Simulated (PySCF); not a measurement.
Carbon: a sound run and one with changed settings

Sound run: C⁺ [He] 2s2 2p1, C²⁺ [He] 2s2. Computed with PySCF 2.14 in 6-31G* (3s2p1d, 14 functions), with no relativity, point nucleus. The sound run starts from symmetry-adapted Hartree-Fock orbitals and uses a fine grid where one is needed.

Changed run: 6 angular points. This setting is unsound on purpose.

| species | method | sound run (hartree) | changed run (hartree) | converged |
| --- | --- | --- | --- | --- |
| C⁺ | UHF | -37.28672 | -37.28672 | yes |
| C⁺ | BP86 | -37.41120 | -37.44766 | yes |
| C⁺ | TPSS | -37.43517 | -37.49288 | yes |
| C²⁺ | UHF | -36.39726 | -36.39726 | yes |
| C²⁺ | BP86 | -36.49373 | -36.49373 | yes |
| C²⁺ | TPSS | -36.51450 | -36.51450 | yes |

Ionisation energy of C⁺:

```tsv
method	sound run (eV)	changed run (eV)
UHF	24.203	24.203
BP86	24.966	25.958
TPSS	25.053	26.623
```

A coarse angular grid integrates products of high-l functions wrongly, so density functionals can shift, and the SCF can exploit the error; Hartree-Fock and MP2 need no grid.

For comparison, NIST gives 24.383 eV between the lowest levels.
